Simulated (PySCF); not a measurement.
An unknown is described by computed data only.

Formula: C6H10S2Si.

* NMR, other nuclei: isotropic shieldings of nuclei other than C and H, by class: 359 (1 Si), 586 (1 S), 631 (1 S) ppm [GIAO PBE0/pcSseg-1]
* 13C NMR: chemical shifts (computed TMS as zero) by class: 136.7 (1 C), 123.5 (1 C), 92.1 (1 C), 81.5 (1 C), 21.1 (1 C), 4.7 (1 C) ppm [GIAO PBE0/pcSseg-1]
* Dipole: 2.51 D [PBE0/pcSseg-1]
* Rotational structure: rotational constants A, B, C: 2.294, 0.421, 0.368 GHz [GFN2-xTB]
* 1H NMR: chemical shifts (computed TMS as zero) by class: 6.45 (1 H), 5.72 (1 H), 5.69 (1 H), 5.50 (2 H), 3.38 (2 H), 2.05 (3 H) ppm [GIAO PBE0/pcSseg-1]

The electronic properties come from PySCF, for the isolated species, density fitting. Levels stand in brackets. Geometry: GFN2-xTB, one conformer, isolated molecule. NMR classes are plain means over equivalent atoms (diastereotopic ones count apart unless rotation or inversion swaps them), as if these changed places fast.

Question: Propose a structure and show how it fits.

Answer: Numbering: `[CH2:1]=[CH:2][S:3][SiH2:4][S:5][CH2:6][C:7]#[C:8][CH3:9]`. Its formula, C6H10S2Si, gives 3 degrees of unsaturation: 0 rings and 3 π bonds in the structure found. 6 carbons fall into 6 classes; from least to most shielded: alkene CH carbon [C2] (136.7 ppm), terminal =CH2 carbon [C1] (123.5 ppm), alkyne carbon [C8] (92.1 ppm), alkyne carbon [C7] (81.5 ppm), sp3 carbon bound to sulfur [C6] (21.1 ppm), propargylic carbon [C9] (4.7 ppm). Hydrogen classes from least to most shielded: 1 H on an alkene CH carbon, C2 (6.45 ppm), 1 H on a terminal =CH2 carbon, C1 (5.72 ppm), 1 H on a terminal =CH2 carbon, C1 (5.69 ppm), 2 H on an SiH2 silicon, Si4 (5.50 ppm), 2 H on an sp3 carbon bound to sulfur, C6 (3.38 ppm), 3 H on a propargylic carbon, C9 (2.05 ppm). The other shieldings belong to: 359 ppm, SiH2 silicon [Si4]; 586 ppm, sulfur bonded to C and Si [S3]; 631 ppm, sulfur bonded to C and Si [S5]. The optimised geometry has point group C1 and is an asymmetric top. Structure: `C=CS[SiH2]SCC#CC`. The assignments are read from this structure; whether some other isomer fits the data as well wasn't checked.

Shape of the structure used: `[CH2:1]=[CH:2][S:3][SiH2:4][S:5][CH2:6][C:7]#[C:8][CH3:9]`: C1–C2–S3–Si4 159°, C2–S3–Si4–S5 38°, S3–Si4–S5–C6 -173°, Si4–S5–C6–C7 -59°.
